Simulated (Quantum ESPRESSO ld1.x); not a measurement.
Q: The aim is neutral selenium in [Ar] 3d10 4s2 4p4. What will ld1.x (Quantum ESPRESSO 7.5) do with this input?

```
 &input
    zed=34.0,
    iswitch=1,
    rel=1,
    dft='PBESOL',
    config='[Ar] 3d10 4s2 4p4',
    verbosity='high',
    beta=0.001,
    prefix='ld1',
    max_out_wfc=37,
    file_charge='ld1.rho',
 /
```

A: Not converged. So little new potential is mixed in that the limit of 200 iterations comes first; the energy is off by +0.1943 hartree.

Output (excerpt):

```
     Program LD1 v.7.5 starts

     Message from routine scf:
     warning: convergence not achieved
     --------------------------- All-electron run ----------------------------

     scalar relativistic calculation

     atomic number is 34.00
     dft =PBESOL   lsd =0 sic =0 latt =0  beta=0.00 tr2=1.0E-14
     Exchange-correlation= PBESOL
                           (   1   4  10   8   0   0   0)
     mesh =2017 r(mesh) =  99.64755 a.u. xmin = -8.00 dx = 0.00800
     1 Ry =  13.60569312 eV, c = 137.03599908

     n l     nl                  e(Ry)          e(Ha)          e(eV)
     1 0     1S 1( 2.00)    -918.387652510    -459.193826255 -12495.3005680
     2 0     2S 1( 2.00)    -118.028543720     -59.014271860  -1605.8601456
     2 1     2P 1( 6.00)    -103.841493939     -51.920746970  -1412.8355000
     3 0     3S 1( 2.00)     -15.657021892      -7.828510946   -213.0246351
     3 1     3P 1( 6.00)     -11.222579728      -5.611289864   -152.6909758
     3 2     3D 1(10.00)      -3.899567339      -1.949783670    -53.0563165
     4 0     4S 1( 2.00)      -1.270708918      -0.635354459    -17.2888756
     4 1     4P 1( 4.00)      -0.478556866      -0.239278433     -6.5110979

     final scf error:  2.7E-04 reached in 201 iterations

     Etot =   -4856.216754 Ry,   -2428.108377 Ha,  -66072.194892 eV

     Ekin =    4955.531257 Ry,    2477.765629 Ha,   67423.437546 eV
     Encl =  -11711.514716 Ry,   -5855.757358 Ha, -159343.275226 eV
     Eh   =    2071.983775 Ry,    1035.991887 Ha,   28190.775392 eV
     Exc  =    -172.217070 Ry,     -86.108535 Ha,   -2343.132603 eV
```

Run on one thread of a shared host, so times are rough (Intel(R) Xeon(R) Processor @ 2.60GHz): 1.5 s of CPU time, 1.6 s wall, 201 iterations on 2017 mesh points.
